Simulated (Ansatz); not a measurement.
Two isomers of CH5FGeOSi: A = `F[Si]1([GeH3])CO1`, B = `O=[C]([SiH3])[GeH2][F]`.

Computed with Ansatz on PBE0-D4/def2-TZVP structures; ΔE is electronic, products minus reactants. CCSD(T)/CBS is the MP2 limit (def2-TZVPP, def2-QZVPP) plus CCSD(T) − MP2 in def2-TZVPP, frozen cores. DFT in def2-TZVPP. B3LYP here is the variant with VWN-RPA as its local correlation; programs differ in this. For Ge outer-core shells are correlated without core-valence functions, which leaves a few kJ/mol of doubt a bond. Scalar relativity is left out up to krypton. One conformer a species, not always the lowest.

(1) Which isomer does CCSD(T)/CBS put lower? Give the gap. (Best estimate.)

(2) Give E(B) − E(A) in kcal/mol with HF/def2-TZVPP, B3LYP-D4, PBE-D4, CCSD/def2-TZVPP, MP2/def2-TZVPP, CCSD(T)/def2-TZVPP, B2PLYP. (Best estimate.)

Largest T1 diagnostic: 0.014.

## Answers

(1) The calculation gave: A, by 37.4 kcal/mol.

(2) The calculation gave: HF/def2-TZVPP 29.0, B3LYP-D4 32.7, PBE-D4 35.2, CCSD/def2-TZVPP 35.4, MP2/def2-TZVPP 38.0, CCSD(T)/def2-TZVPP 35.2, B2PLYP 34.3. None reverses the order clearly.

In def2-TZVPP, CCSD(T) changes the Hartree–Fock value by +6.2 kcal/mol (the triples alone add −0.2 kcal/mol) and MP2 by +9.0 kcal/mol. From PBE to PBE0 (25 % exact exchange), in def2-TZVPP and without D4, E(B) − E(A) moves by +2.7 kcal/mol.
